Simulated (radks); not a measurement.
The rhodium ion Rh7+ is in [Kr] 4d2. Calculated with a radial shooting solver on a logarithmic mesh with Libxc functionals: scalar-relativistic Kohn-Sham, PBE, spin-polarised, spherical densities, finite nucleus; Fermi nuclear charge, rms radius of each element as measured or else 0.836 A^(1/3) + 0.57 fm. Open shells are filled with parallel spins first. One electron is removed from 4d, 4s, 4p, 3d in turn, with full relaxation. Which removal costs least, and what does each cost?

Answer. 4d 116.36 eV; 4p 165.99 eV; 4s 200.65 eV; 3d 439.67 eV. The 4d electron leaves first.
